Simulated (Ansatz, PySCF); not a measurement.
C5H9B, SMILES CB(CC)C#C. Atoms are numbered in the order given.

```xyz
15

C     -0.6962     2.3257     0.4197
C     -0.6016     1.1410     0.1441
B     -0.4675    -0.3461    -0.1965
C     -1.7008    -1.1020    -0.8179
C      0.8922    -1.1000     0.0638
C      2.1210    -0.2807     0.4619
H     -0.7816     3.3692     0.6615
H     -2.6558    -0.8223    -0.3440
H     -1.7873    -0.7743    -1.8728
H     -1.5970    -2.1981    -0.8218
H      1.1013    -1.7348    -0.8196
H      0.6473    -1.8429     0.8535
H      1.9285     0.3081     1.3726
H      2.3929     0.4377    -0.3281
H      3.0009    -0.9163     0.6516
```

Coordinates come from a B3LYP-D3(BJ)/def2-SVP optimisation. The structure was generated by enumeration, and PubChem lists no compound with its InChIKey, so it may never have been made. One conformer was computed; it need not be the lowest.

Vertical ionisation energy (IE) and electron affinity (EA) in eV. Rows of orbital energies are one-electron estimates. Where ΔSCF, EOM or ADC give a negative EA the extra electron is unbound and the value depends on the basis.

```
level                                                                        IE     EA
------------------------------------------------------------------------  -----  -----
−ε(HOMO), −ε(LUMO), ωB97X/def2-TZVP (PySCF)                               10.10  -0.73
−ε(HOMO), −ε(LUMO), PBE/def2-TZVP (PySCF)                                  6.48   2.42
ΔSCF, CAM-B3LYP/def2-SVPD (Ansatz), final states of multiplicity 2 and 2   9.97  -0.31
ΔSCF, PBE/def2-SVPD (Ansatz), final states of multiplicity 2 and 2            ?      ?
```

Question: Fill in the missing entries. (An estimate is asked for; the answer gives what the named calculation found.)

Answer: 
- ΔSCF, PBE/def2-SVPD (Ansatz, an electronic-structure program), final states of multiplicity 2 and 2, IE: 9.39
- ΔSCF, PBE/def2-SVPD (Ansatz), final states of multiplicity 2 and 2, EA: -0.19

Question: What vertical singlet–triplet gap does ΔSCF give with CAM-B3LYP/def2-SVPD (Ansatz) and with PBE/def2-SVPD (Ansatz)? (An estimate is asked for; the answer gives what the named calculation found.)

Answer: 4.34 and 3.88 eV (triplet above singlet where positive).
